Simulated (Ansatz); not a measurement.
C₄H₁₁F₃Si₂, SMILES `C[Si](C)(F)CC[SiH](F)F` at its PBE0-D4/def2-TZVP geometry, where that method's forces vanish. Total charge 0; spin multiplicity 1.

```xyz
20

C    -1.7881    0.1396   -1.0642
Si    0.0591    0.3181   -0.9863
C     0.7052    1.5742   -2.1943
F     0.7030   -1.1108   -1.3757
C     0.6694    0.6945    0.7438
C     0.1203   -0.1779    1.8820
Si    0.4259   -2.0040    1.7659
F    -0.6763   -2.6917    0.8463
F     0.2353   -2.6309    3.2184
H    -2.1155   -0.0645   -2.0866
H    -2.2846    1.0547   -0.7294
H    -2.1270   -0.6859   -0.4340
H     0.2840    2.5629   -1.9928
H     1.7937    1.6530   -2.1385
H     0.4391    1.2993   -3.2179
H     0.4518    1.7493    0.9513
H     1.7636    0.6257    0.7100
H    -0.9638   -0.0474    1.9827
H     0.5436    0.1403    2.8426
H     1.7616   -2.3988    1.2768
```

(1) What forces (eV/Å) does r2SCAN-D4/def2-TZVPP give on these atoms in Ansatz 0.2.0? (Estimate.)

Results:

(1) Ansatz gave: 
```
C1   0.023  0.011  0.005
Si2 -0.014  0.029  0.004
C3  -0.017 -0.012  0.020
F4   0.015 -0.064  0.001
C5   0.034  0.111 -0.135
C6  -0.025 -0.117  0.114
Si7  0.065  0.023 -0.017
F8  -0.037 -0.017 -0.052
F9  -0.009 -0.015  0.043
H10 -0.007  0.002  0.019
H11 -0.010 -0.024 -0.008
H12 -0.006  0.017 -0.011
H13  0.018 -0.011 -0.018
H14 -0.019  0.007 -0.010
H15  0.011  0.017  0.012
H16  0.013  0.010  0.008
H17  0.003  0.004  0.008
H18 -0.005  0.005  0.002
H19 -0.009  0.006  0.010
H20 -0.024  0.018  0.006
```
